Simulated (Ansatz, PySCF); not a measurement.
Dimer: C2H4 (SMILES C=C) (first 6 atoms) with C2H6O (SMILES COC); geometry from B3LYP-D3(BJ)/def2-TZVP.
(charge 0, multiplicity 1):
```xyz
15

C     -0.44379     0.26335     0.86130
C      0.71426    -0.14896     0.36590
H     -0.82173    -0.10254     1.80829
H     -1.05552     0.98644     0.33428
H      1.09653     0.21701    -0.57962
H      1.32753    -0.87557     0.88562
C     -0.55886     1.03410     4.55665
O     -0.53542    -0.34035     4.23672
C      0.77244    -0.87043     4.24162
H      0.01590     1.62230     3.83007
H     -0.14859     1.21722     5.55821
H     -1.59880     1.35628     4.53402
H      1.41414    -0.35454     3.51637
H      0.69871    -1.92235     3.96976
H      1.23231    -0.78801     5.23498
```

Basis-set superposition error: the interaction energy with monomers in their own basis, and in the dimer's basis (counterpoise).

Run with Ansatz (a first-principles code) with Gaussian orbitals; PySCF for 6-31G* rows. Each number belongs to the level named beside it.

| level | uncorrected (kcal/mol) | counterpoise (kcal/mol) | difference |
|---|---|---|---|
| SVWN5/def2-TZVPPD | -3.23 | -3.12 | 0.11 |
| PBE/def2-TZVPPD | -0.79 | -0.71 | 0.08 |
| B97M-V/def2-TZVPPD | -1.91 | -1.82 | 0.08 |
| B3LYP/6-31G* | -1.49 | 0.06 | 1.55 |
| wB97X-V/def2-TZVPPD | -2.00 | -1.93 | 0.07 |
| wB97M-V/def2-TZVPPD | -1.97 | -1.87 | 0.10 |
| SCS-MP2/aug-cc-pVDZ | -2.45 | -1.11 | 1.33 |
| SCS-MP2/aug-cc-pVTZ | -1.95 | -1.34 | 0.61 |
| CCSD/aug-cc-pVDZ | -2.51 | -1.31 | 1.21 |
| CCSD(T)/aug-cc-pVDZ | -2.94 | -1.63 | 1.31 |

The error is largest for B3LYP/6-31G* (1.55 kcal/mol) and smallest for wB97X-V/def2-TZVPPD (0.07 kcal/mol).
